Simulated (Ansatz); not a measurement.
```yaml
crystal:
  periodic: [false, false, false]
  atoms:
    - {symbol: O, position_ang: [0.703074, -0.233435, 0.360651]}
    - {symbol: Sc, position_ang: [-0.703074, 0.233435, -0.360651]}
basis:
  gaussian: {orbitals: "6-31G*"}
magnetization: {spin_polarized: true, initial_magnetization: 1}
hamiltonian: {xc: {name: HF}}
correlation: {active_space: {window: {electrons: 6, orbitals: 2}}}
output: {forces: true}
```

```sh
$ ansatz run in.yaml --threads 2 --pin off --events-out ev --progress --plain --max-ram 22528MiB --backend cpu
```

**Question.** How does Ansatz answer? (Estimate.)

**Answer.** The calculation gave: The input was rejected before any iteration.
```
Error: invalid value for `correlation.active_space`: it starts from restricted Hartree–Fock orbitals; set hamiltonian.xc: hf without magnetization.spin_polarized
```
